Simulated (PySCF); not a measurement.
**Telling isomers of C₅H₃ClFN apart by NMR**

All values are calculated (PySCF 2.14.0 with density-fitted response routines): coordinates at the GFN2-xTB level, GIAO PBE0/pcSseg-1 shieldings. Averaged over atoms made equivalent by symmetry, fast rotation or ring inversion, no solvent, one computed conformer, relativity neglected.

References, each an isolated molecule treated in the same way: 1H (σ = 31.72 ppm), 13C (σ = 186.93 ppm) against TMS. Splittings of carbon signals by F and P are missing where no couplings were computed. Where no couplings were computed, multiplicities follow the n + 1 count of equivalent neighbours, and m marks all less simple cases (inequivalent or close neighbours, rings, F or P nearby). Shifts are as computed. Against solution values, carbons near 30 ppm lie about +3 ppm off and those near 130 ppm about +5 ppm; carbons on Cl a further +6 ppm. Of 1211 compounds with measured shifts, 218 miss one by over three times the rms of a fit or turn the order of signals round; such compounds aren't used in these exercises. Carbons bonded to Cl come out too deshielded.

(1) Tabulate the signals of `Fc1cccc(Cl)n1`, `Fc1cccnc1Cl` and their relative energies.

(2) What is the quickest way to tell Fc1cccc(Cl)n1 from Fc1cccnc1Cl?

## Answers

(1) 
| SMILES | carbon types | δC | δH | E rel. (kcal/mol) |
| --- | --- | --- | --- | --- |
| Fc1cccc(Cl)n1 | 2×C 3×CH | 172.3, 161.9, 148.1, 126.4, 111.9 | 7.96 (m, 1H), 7.27 (d, 1H), 6.87 (m, 1H) | 0.0 |
| Fc1cccnc1Cl | 2×C 3×CH | 165.4, 150.7, 149.9, 130.6, 127.9 | 8.51 (d, 1H), 7.69 (m, 1H), 7.31 (m, 1H) | 8.0 |

Energies are electronic energies at PBE0/pcSseg-1 on these geometries, without zero-point or thermal terms, each for the one conformer computed, which needn't be the lowest.

(2) Both give the same number of carbon signals, with the same numbers of each carbon type, so the positions decide. The first has an aromatic CH at 111.9 ppm, the second an aromatic carbon bearing chlorine (C) at 150.7 ppm. Their most deshielded carbons lie at 172.3 and 165.4 ppm. In the proton spectra the most deshielded non-exchanging signals are 7.96 (m, 1H) and 8.51 (d, 1H).
